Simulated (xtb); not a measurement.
Input file for xtb: GFN1-xTB on HIPbS (SMILES [SH][Pb][I]), a point of a torsion scan.

```
$ xtb mol.xyz --gfn 1 --sp --chrg 0 --uhf 0
4

S     -1.64825774     0.37046038    -0.26043897
Pb     0.73177012     1.30294739    -0.43712671
I      2.00217722    -0.65736050    -1.85091539
H     -1.40672189    -0.76702145     0.36905659
```

The log:

```
[...]
           -------------------------------------------------
          |                Calculation Setup                |
           -------------------------------------------------



           -------------------------------------------------
          |                 G F N 1 - x T B                 |
           -------------------------------------------------

        Reference                      10.1021/acs.jctc.7b00118
      * Hamiltonian:
        H0-scaling (s, p, d)           1.850000    2.250000    2.000000
        zeta-weighting                 0.000000
      * Dispersion:
        s8                             2.400000
        a1                             0.630000
        a2                             5.000000
        s9                             0.000000
      * Repulsion:
        kExp                           1.500000
        rExp                           1.000000
      * Coulomb:
        alpha                          2.000000
        third order                    atomic
        anisotropic                    false
      * Halogen bond correction:
        rad-scale                      1.300000
        damping                        0.440000


          ...................................................
          :                      SETUP                      :
          :.................................................:
          :  # basis functions                  26          :
          :  # atomic orbitals                  24          :
          :  # shells                           10          :
          :  # electrons                        18          :
          :  # halogen bonds                     1          :
          :  max. iterations                   250          :
          :  Hamiltonian                  GFN1-xTB          :
          :  restarted?                      false          :
          :  GBSA solvation                  false          :
          :  PC potential                    false          :
          :  electronic temp.          300.0000000     K    :
          :  accuracy                    1.0000000          :
          :  -> integral cutoff          0.2500000E+02      :
          :  -> integral neglect         0.1000000E-07      :
          :  -> SCF convergence          0.1000000E-05 Eh   :
          :  -> wf. convergence          0.2000000E-04 e    :
          :  Broyden damping             0.4000000          :
          :  net charge                          0          :
          :  unpaired electrons                  0          :
          ...................................................

 iter      E             dE          RMSdq      gap      omega  full diag
   1     -9.1530827 -0.915308E+01  0.129E+01    0.94       0.0  T
   2     -9.5807493 -0.427667E+00  0.103E+01    2.14       1.0  T
   3     -9.7639301 -0.183181E+00  0.688E+00    2.92       1.0  T
   4     -9.8857788 -0.121849E+00  0.223E+00    2.36       1.0  T
   5     -9.8965000 -0.107212E-01  0.115E+00    2.62       1.0  T
   6     -9.8893400  0.716002E-02  0.144E+00    2.42       1.0  T
   7     -9.8974356 -0.809570E-02  0.467E-01    2.54       1.0  T
   8     -9.8984383 -0.100268E-02  0.747E-02    2.49       1.0  T
   9     -9.8984100  0.283354E-04  0.116E-01    2.52       1.0  T
  10     -9.8984633 -0.533010E-04  0.286E-02    2.51       1.7  T
  11     -9.8984662 -0.288297E-05  0.105E-02    2.51       4.8  T
  12     -9.8984666 -0.415886E-06  0.200E-03    2.51      25.0  T
  13     -9.8984666 -0.140742E-07  0.584E-05    2.51     855.7  T
  14     -9.8984666  0.365485E-10  0.120E-04    2.51     418.3  T

   *** convergence criteria satisfied after 14 iterations ***

         #    Occupation            Energy/Eh            Energy/eV
      -------------------------------------------------------------
         1        2.0000           -0.8264248             -22.4882
       ...           ...                  ...                  ...
         3        2.0000           -0.6740111             -18.3408
         4        2.0000           -0.4642645             -12.6333
         5        2.0000           -0.3998748             -10.8811
         6        2.0000           -0.3859099             -10.5011
         7        2.0000           -0.3797522             -10.3336
         8        2.0000           -0.3550430              -9.6612
         9        2.0000           -0.3436163              -9.3503 (HOMO)
        10                         -0.2514402              -6.8420 (LUMO)
        11                         -0.1304907              -3.5508
        12                         -0.1022366              -2.7820
        13                         -0.0761301              -2.0716
        14                         -0.0261125              -0.7106
       ...                                ...                  ...
        24                          0.5272207              14.3464
      -------------------------------------------------------------
                  HL-Gap            0.0921761 Eh            2.5082 eV
             Fermi-level           -0.2975282 Eh           -8.0962 eV

 SCC (total)                   0 d,  0 h,  0 min,  0.005 sec
 SCC setup                      ...        0 min,  0.000 sec (  1.640%)
 Dispersion                     ...        0 min,  0.000 sec (  0.738%)
 classical contributions        ...        0 min,  0.000 sec (  0.377%)
 integral evaluation            ...        0 min,  0.001 sec ( 24.396%)
 iterations                     ...        0 min,  0.002 sec ( 38.498%)
 molecular gradient             ...        0 min,  0.002 sec ( 32.097%)
 printout                       ...        0 min,  0.000 sec (  2.031%)

         :::::::::::::::::::::::::::::::::::::::::::::::::::::
         ::                     SUMMARY                     ::
         :::::::::::::::::::::::::::::::::::::::::::::::::::::
         :: total energy              -9.877525175729 Eh    ::
         :: gradient norm              0.041724403343 Eh/a0 ::
         :: HOMO-LUMO gap              2.508238395718 eV    ::
         ::.................................................::
         :: SCC energy                -9.898466609563 Eh    ::
         :: -> electrostatic           0.038646957881 Eh    ::
         :: repulsion energy           0.022652230755 Eh    ::
         :: dispersion energy         -0.001710795089 Eh    ::
         :: halogen bond corr.        -0.000000001832 Eh    ::
         :: add. restraining           0.000000000000 Eh    ::
         :: total charge               0.000000000000 e     ::
         :::::::::::::::::::::::::::::::::::::::::::::::::::::

           -------------------------------------------------
          |                Property Printout                |
           -------------------------------------------------

    * Orbital Energies and Occupations

         #    Occupation            Energy/Eh            Energy/eV
      -------------------------------------------------------------
         1        2.0000           -0.8264248             -22.4882
         2        2.0000           -0.7785000             -21.1841
         3        2.0000           -0.6740111             -18.3408
         4        2.0000           -0.4642645             -12.6333
         5        2.0000           -0.3998748             -10.8811
         6        2.0000           -0.3859099             -10.5011
         7        2.0000           -0.3797522             -10.3336
         8        2.0000           -0.3550430              -9.6612
         9        2.0000           -0.3436163              -9.3503 (HOMO)
        10                         -0.2514402              -6.8420 (LUMO)
        11                         -0.1304907              -3.5508
        12                         -0.1022366              -2.7820
Note: The following floating-point exceptions are signalling: IEEE_UNDERFLOW_FLAG IEEE_DENORMAL
normal termination of xtb
        13                         -0.0761301              -2.0716
        14                         -0.0261125              -0.7106
        15                         -0.0253651              -0.6902
        16                         -0.0140289              -0.3817
        17                          0.0062433               0.1699
        18                          0.0183767               0.5001
        19                          0.0534113               1.4534
        20                          0.0535658               1.4576
       ...                                ...                  ...
        24                          0.5272207              14.3464
      -------------------------------------------------------------
                  HL-Gap            0.0921761 Eh            2.5082 eV
             Fermi-level           -0.2975282 Eh           -8.0962 eV

  Mulliken/CM5 charges         n(s)   n(p)   n(d)
     1S    -0.41746 -0.51022   1.922  4.505 -0.009
     2Pb    0.50544  0.52130   1.965  1.530  0.000
     3I    -0.18997 -0.18260   1.995  5.200 -0.005
     4H     0.10199  0.17152   0.898  0.000  0.000

Wiberg/Mayer (AO) data.
largest (>0.10) Wiberg bond orders for each atom

 ---------------------------------------------------------------------------
     #   Z sym  total        # sym  WBO       # sym  WBO       # sym  WBO
 ---------------------------------------------------------------------------
     1  16 S    1.984 --     4 H    0.978     2 Pb   0.950
     2  82 Pb   2.141 --     3 I    1.176     1 S    0.950
     3  53 I    1.237 --     2 Pb   1.176
     4   1 H    0.996 --     1 S    0.978
 ---------------------------------------------------------------------------

Topologies differ in total number of bonds
Writing topology from bond orders to xtbtopo.mol

 dipole moment from electron density (au)
     X       Y       Z
   1.0450   1.1258   0.7354  total (Debye):    4.329


           -------------------------------------------------
          | TOTAL ENERGY               -9.877525175729 Eh   |
          | GRADIENT NORM               0.041724403343 Eh/α |
          | HOMO-LUMO GAP               2.508238395718 eV   |
           -------------------------------------------------

------------------------------------------------------------------------
------------------------------------------------------------------------
 total:
 SCF:
```

The run finished.

Cost: very roughly 0.03 core-seconds.
